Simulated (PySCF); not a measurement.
N-methylmethanimine (C2H5N), SMILES CN=C. Geometry: PBE0-D3(BJ)/def2-TZVP.

All values below come from PBE0-D3(BJ)/def2-TZVP run with PySCF 2.14.0.

Harmonic wavenumbers (cm⁻¹): 223, 480, 701, 997, 1068, 1122, 1141, 1241, 1427, 1468, 1472, 1503, 1767, 2988, 3000, 3090, 3111, 3149. Rotational constants (GHz): 53.88, 10.78, 9.505; symmetry number 1.

Work out the zero-point energy and the ideal-gas rigid-rotor harmonic-oscillator thermochemistry at 298.15 K and 1 atm.

ZPE = ½ Σ hcν = ½ × 29950 cm⁻¹ = 179.14 kJ/mol. H − E(el) = 191.75 kJ/mol. Entropy in J/(mol K): translation 155.67, rotation 90.34, vibration 13.89, total 259.91. G − E(el) = 114.26 kJ/mol. Cp = 56.99 J/(mol K).
